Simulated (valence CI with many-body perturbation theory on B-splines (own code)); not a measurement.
**Questions on Mo³⁺**

Calculated by relativistic CI+MBPT: three valence electrons over a frozen Dirac-Fock core [Kr], radial functions for each j: 9 s, 9 p, 10 d, 8 f, 5 g, 3 h, 1 i, with the one-electron correlation potential Σ1 (screened to all orders), the two-electron term Σ2, the three-electron term Σ3, Breit, model QED; selected single and double excitations, second order for the rest, scaled by the run's own slope (own B-spline code, finite nucleus).

Against 64 measured levels this calculation errs by 549 cm⁻¹ on average and by 1913 at most. These come from a selection out of Sugar and Musgrove, J. Phys. Chem. Ref. Data 17, 155 (1988). Levels without a partner in it may be off by more, other configurations by 1,000 to 8,000 cm⁻¹.

Rates and lifetimes use the calculated energies. Strong lines usually hold to 10 to 20 %, long lifetimes can be off by a factor of two.

Problem. What is the ground level?

Solution. 4d3 4F_3/2, composition 99 % 4d3 4F + 1 % 4d3 2D, g = 0.403.

Problem. Where does the other parity begin?

Solution. At 4d2 5p 4G°_5/2, 13.594 eV.

Problem. What is the ionisation energy?

Solution. 40.052 eV; NIST lists 40.33 ± 0.06 eV (semi-empirical).

Problem. How is the term 4F of the ground level split?

Solution. J = 3/2 at 0.000, J = 5/2 at 0.096, J = 7/2 at 0.217, J = 9/2 at 0.354 eV.

Problem. Among levels below 16.157 eV, which E1 lines absorb most strongly from the ground level?

Solution. to 4d2 5p 4F°_3/2 at 89.43 nm, f = 0.168; to 4d2 5p 4D°_1/2 at 86.32 nm, f = 0.118; to 4d2 5p 4D°_3/2 at 85.70 nm, f = 0.0405.
